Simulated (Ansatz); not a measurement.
`O[SiH](O)[O][GeH3]` + dichlorosilane → `O[SiH](O)[SiH](Cl)Cl` + `[OH][GeH3]`  (formal exchange of groups at the Si–O bond)

Calculated with Ansatz (gas phase, PBE0-D4/def2-TZVP geometries, no zero-point term in ΔE). CBS: MP2 limit from def2 TZ/QZ plus the TZ coupled-cluster correction, frozen cores. Functionals use def2-TZVPP. B3LYP here is the variant with VWN-RPA as its local correlation; programs differ in this. For Ge outer-core shells are correlated without core-valence functions, which leaves a few kJ/mol of doubt a bond. Scalar relativity is left out up to krypton. Each species was taken in one conformer, which may not be the lowest.

CCSD(T)/CBS gives +35.5 kcal/mol.

(1) Another level gave +38.0 kcal/mol. Which?
A. SCS-MP2/def2-TZVPP
B. B2PLYP/def2-TZVPP
C. PBE0-D4/def2-TZVPP
D. B3LYP/def2-TZVPP

Largest T1 diagnostic among the species: 0.012.

Answers

(1) A. SCS-MP2/def2-TZVPP 38.0, B3LYP 34.8, PBE0-D4 30.8, B2PLYP 36.2 kcal/mol.

From PBE to PBE0 (25 % exact exchange), in def2-TZVPP and without D4, ΔE moves by +3.0 kcal/mol. In def2-TZVPP, CCSD(T) changes the Hartree–Fock value by −6.1 kcal/mol (the triples alone add −1.0 kcal/mol) and MP2 by −5.1 kcal/mol. The D4 term adds −1.2 kcal/mol with B3LYP and −0.7 kcal/mol with PBE0; it sums over pairs of atoms, weighted by their polarisabilities, and B3LYP, whose exchange is more repulsive, gets the larger term.
